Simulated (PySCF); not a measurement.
A PySCF script (with the pyscf-properties extension) for the NMR shieldings of SMILES C=C(BNB(C)C)SC, C5H13B2NS, on a GFN2-xTB geometry:

```python
import basis_set_exchange as bse
import numpy as np
from pyscf import gto, dft
from pyscf.prop import nmr

atoms = """
C     0.879304    0.303126   -2.311965
C     1.344117    0.071711   -1.087266
B     0.930926   -1.148000   -0.196767
N    -0.317965   -1.242282    0.441773
B    -1.406312   -0.332249    0.594005
C    -1.321476    1.188094    0.175007
C    -2.741328   -0.879821    1.253202
S     2.636114    1.132014   -0.470474
C     2.650196    0.706980    1.299502
H     0.117954   -0.329878   -2.736091
H     1.244456    1.107034   -2.929764
H     1.687580   -2.044296   -0.088233
H    -0.492501   -2.144167    0.868186
H    -0.312323    1.583964    0.130352
H    -1.904791    1.822792    0.839588
H    -1.745126    1.316173   -0.820384
H    -2.821264   -1.965683    1.245910
H    -2.801591   -0.563188    2.294605
H    -3.627531   -0.478690    0.766310
H     1.656585    0.843673    1.715806
H     2.983459   -0.317580    1.433424
H     3.351107    1.389657    1.770070
"""
names = dict.fromkeys(["C", "B", "N", "S", "H"], "pcSseg-1")
basis = {el: gto.basis.parse(bse.get_basis(n, elements=[el], fmt="nwchem")) for el, n in names.items()}
mol = gto.M(atom=atoms, basis=basis, charge=0, verbose=0)
mf = dft.RKS(mol, xc="PBE0")
mf.grids.level = 2
mf.grids.alignment = dft.numint.BLKSIZE   # the property module wants whole blocks of grid points
mf.conv_tol = 1e-9
mf.kernel()

calc = nmr.RKS(mf)   # GIAO
C = mf.mo_coeff
Co = C[:, mf.mo_occ > 0]
resp = mf.gen_response(singlet=True, hermi=2)
def vind(x):   # induced exchange potential for any number of trial vectors
    d = np.einsum("pi,xij,qj->xpq", C, 2 * x.reshape(-1, C.shape[1], Co.shape[1]), Co, optimize=True)
    return np.einsum("xpq,pi,qj->xij", resp(d - d.transpose(0, 2, 1)), C, Co, optimize=True).ravel()
mo1, _ = nmr.rhf.solve_mo1(calc, with_cphf=vind)
sigma = calc.kernel(mo1)
for i, s in enumerate(sigma):   # ppm
    print("%2d %-2s %9.2f" % (i, mol.atom_pure_symbol(i), np.trace(s) / 3))
```

Question: Give the expected output.

Answer: 
```
 0 C      71.46
 1 C      22.98
 2 B      53.94
 3 N      83.94
 4 B      41.50
 5 C     176.58
 6 C     174.72
 7 S     462.69
 8 C     168.09
 9 H      26.61
10 H      26.35
11 H      25.92
12 H      24.86
13 H      30.52
14 H      31.12
15 H      31.18
16 H      31.58
17 H      31.02
18 H      30.84
19 H      29.48
20 H      29.06
21 H      29.87
```

These numbers come from an equivalent density-fitted implementation of the same equations, which agrees with the script to about 0.01 ppm for H and up to a few tenths of a ppm for heavy atoms, so last digits may differ.

Size and cost of the density-fitted run: 225 basis functions, 2.5 min wall time on 1 thread of an Intel Xeon, shared host; peak memory 1 GiB.
